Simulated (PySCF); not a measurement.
Be(Me)2 (C2H6Be), SMILES [CH3][Be][CH3]. Atoms are numbered in the order given.

```xyz
9

Be     0.0000     0.0000     0.0000
C      0.0000     0.0000    -1.6807
H      0.8782     0.5070    -2.0961
H     -0.8782     0.5070    -2.0961
H      0.0000    -1.0140    -2.0961
C      0.0000     0.0000     1.6807
H      0.8782    -0.5070     2.0961
H     -0.8782    -0.5070     2.0961
H      0.0000     1.0140     2.0961
```
Charge 0, spin multiplicity 1.

Coordinates come from a r2SCAN-D4/def2-TZVP optimisation. The isomer is the one that the SMILES or the coordinates give; other isomers of the formula were not compared.

Calculation: PBE0/pcJ-1 (PySCF).

Isotropic couplings with Fermi-contact, spin-dipole and both spin-orbit terms, one fixed conformer, no vibrational averaging. Isotopes: 13C, 1H.

Computed spin–spin coupling constants:
```json
[
 {"pair": "C2–H3", "bonds apart": "1", "J (Hz)": "112.3"},
 {"pair": "C2–H4", "bonds apart": "1", "J (Hz)": "112.3"},
 {"pair": "C2–H5", "bonds apart": "1", "J (Hz)": "112.3"},
 {"pair": "C6–H7", "bonds apart": "1", "J (Hz)": "112.3"},
 {"pair": "C6–H8", "bonds apart": "1", "J (Hz)": "112.3"},
 {"pair": "C6–H9", "bonds apart": "1", "J (Hz)": "112.3"},
 {"pair": "C2–C6", "bonds apart": "2", "J (Hz)": "8.8"},
 {"pair": "H3–H4", "bonds apart": "2", "J (Hz)": "-16.6"},
 {"pair": "H3–H5", "bonds apart": "2", "J (Hz)": "-16.6"},
 {"pair": "H4–H5", "bonds apart": "2", "J (Hz)": "-16.6"},
 {"pair": "H7–H8", "bonds apart": "2", "J (Hz)": "-16.6"},
 {"pair": "H7–H9", "bonds apart": "2", "J (Hz)": "-16.6"},
 {"pair": "H8–H9", "bonds apart": "2", "J (Hz)": "-16.6"},
 {"pair": "C2–H7", "bonds apart": "3", "J (Hz)": "-0.5"},
 {"pair": "C2–H8", "bonds apart": "3", "J (Hz)": "-0.5"},
 {"pair": "C2–H9", "bonds apart": "3", "J (Hz)": "-0.5"},
 {"pair": "H3–C6", "bonds apart": "3", "J (Hz)": "-0.5"},
 {"pair": "H4–C6", "bonds apart": "3", "J (Hz)": "-0.4"},
 {"pair": "H5–C6", "bonds apart": "3", "J (Hz)": "-0.5"},
 {"pair": "H3–H8", "bonds apart": "4", "J (Hz)": "0.6"},
 {"pair": "H4–H7", "bonds apart": "4", "J (Hz)": "0.6"},
 {"pair": "H5–H9", "bonds apart": "4", "J (Hz)": "0.6"}
]
```
